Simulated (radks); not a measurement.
Numerical settings for the niobium ion Nb+, [Kr] 4d4. All-electron calculation, Dirac Kohn-Sham, PBEsol, spin-unpolarised, spherical densities, finite nucleus; open shells fill j = l - 1/2 first; Fermi nuclear charge, rms radius 4.324 fm. Program: a radial shooting solver on a logarithmic mesh with Libxc functionals. The defaults (mesh step 0.008 in ln r, mesh end at 40 bohr or more with all orbitals vanishing there, Anderson mixing 0.5 over 9 steps, residual threshold near 1e-9 with the energy settled to 1e-9 hartree or 1e-11 of itself, here a cap of 96 iterations) give E = -3817.7171 hartree and 4d3/2 at -9.328 eV in 14 iterations. Run on one thread of a shared host, so times are rough (Arm Neoverse V1): 0.12 s of CPU time, 0.12 s wall, 14 iterations on 2259 mesh points. Changes against that run (0 stands for a change within the tolerance of the run):

setting                    iterations  converged  E (mhartree)  e(4d3/2) (meV)  CPU (s)
mesh step in ln r 0.003            14        yes             0               0     0.29
mesh step in ln r 0.02             14        yes             0               0     0.06
mesh step in ln r 0.05             14        yes      +0.00769               0     0.03
mesh end (bohr) 20                 14        yes             0               0     0.12
mesh end (bohr) 12                 14        yes       +0.0023          +0.322     0.11
residual threshold 1e-05           10        yes             0         +0.0129      0.1
residual threshold 0.1              9        yes             0           +1.21     0.09
mixing 1                           12        yes             0               0     0.11
linear mixing, mixing 0.5          30        yes             0               0     0.19
linear mixing, mixing 0.2          87        yes             0               0     0.47
mixing history 2                   18        yes             0               0     0.13
iteration cap 5                     5         no         +0.05           -69.2     0.05

No run marked as converged misses the energy by more than 1 mhartree. A mesh that ends early acts as a hard wall.
